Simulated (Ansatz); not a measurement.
C4H3ClSe, SMILES `Clc1ccc[se]1`. The species carries charge 0 and has multiplicity 1. Geometry: relaxed with PBE0-D4/def2-TZVP.

```xyz
9

Cl    1.337   -0.663    2.610
C     0.705   -0.337    1.061
C    -0.516    0.183    0.782
C    -0.772    0.346   -0.607
C     0.233   -0.039   -1.432
Se    1.688   -0.684   -0.482
H    -1.223    0.446    1.559
H    -1.705    0.750   -0.980
H     0.252   -0.003   -2.510
```

Q: What is the dipole moment at r2SCAN/def2-TZVPP? (An estimate is asked.)

A: Computed: 1.43 D, with components (-0.77, 0.37, -1.14) D in this frame, pointing from negative to positive charge.

Q: And with PBE, B3LYP, ωB97M-V? (Estimate.)

A: Computed: PBE 1.30 D, B3LYP 1.41 D, ωB97M-V 1.46 D.

Q: Give the Mulliken charges with r2SCAN, B3LYP, PBE in def2-TZVPP. (An estimate is asked.)

A: Ansatz gave: 
```csv
atom,r2SCAN,B3LYP,PBE
Cl1,-0.08,-0.08,-0.07
C2,-0.04,-0.05,-0.03
C3,-0.10,-0.12,-0.11
C4,-0.16,-0.16,-0.15
C5,-0.16,-0.20,-0.17
Se6,0.23,0.23,0.21
H7,0.10,0.13,0.11
H8,0.10,0.13,0.11
H9,0.11,0.12,0.11
```

B3LYP here is the variant with VWN-RPA as its local correlation; programs differ in this.
